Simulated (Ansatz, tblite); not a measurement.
Cost and result up the ladder for `C#CCCCCc1ccc(-c2ccccc2)cc1` (36 atoms). The state is a singlet with charge 0. Geometry: PBE-D4/def2-SVP.

```xyz
36

C    -1.5908   -4.6914   -3.4378
C    -1.9082   -3.5110   -3.4728
C    -2.2558   -2.0933   -3.5105
C    -1.0986   -1.1585   -3.1078
C    -1.4853    0.3189   -3.1854
C    -0.3540    1.2896   -2.7900
C     0.0565    1.1833   -1.3392
C    -0.6745    1.8468   -0.3327
C    -0.3304    1.7222    1.0178
C     0.7625    0.9225    1.4218
C     1.1314    0.7903    2.8529
C     0.9963    1.8794    3.7445
C     1.3464    1.7536    5.0956
C     1.8379    0.5342    5.5886
C     1.9779   -0.5572    4.7160
C     1.6295   -0.4301    3.3648
C     1.4949    0.2583    0.4130
C     1.1482    0.3879   -0.9373
H    -1.3181   -5.7365   -3.4076
H    -3.1272   -1.9119   -2.8415
H    -2.6076   -1.8316   -4.5343
H    -0.7676   -1.4151   -2.0795
H    -0.2269   -1.3562   -3.7690
H    -1.8149    0.5594   -4.2205
H    -2.3672    0.5057   -2.5325
H     0.5274    1.1044   -3.4405
H    -0.6887    2.3271   -3.0008
H    -1.5371    2.4721   -0.6154
H    -0.9349    2.2360    1.7807
H     0.6377    2.8478    3.3632
H     1.2402    2.6185    5.7690
H     2.1127    0.4353    6.6497
H     2.3546   -1.5207    5.0929
H     1.7161   -1.3000    2.6959
H     2.3698   -0.3486    0.6910
H     1.7477   -0.1311   -1.7021
```

Ansatz on 2 threads of AMD EPYC 7R13 on a shared host and a share (18 GiB) of an NVIDIA H100 80GB HBM3; xTB runs through tblite on one thread. Times are rough, summed over both states, and most runs start from the orbitals of an earlier one. PBE0-D4/def2-TZVP serves as the yardstick here, not as an exact answer. The other state is a triplet.

The xTB rows come from tblite. Single mean-field runs in def2-TZVP are fitted with def2-universal-jkfit.

xTB has no spin-polarisation term.

```tsv
level	functions	wall time	vertical triplet (eV)	difference from PBE0-D4/def2-TZVP (eV)
GFN2-xTB	90	0.075 s	3.52	-0.05
GFN1-xTB	108	0.093 s	3.48	-0.09
PBE-D4/def2-TZVP	666	10 s	3.36	-0.20
PBE0-D4/def2-TZVP	666	27 s	3.57	0.00
```
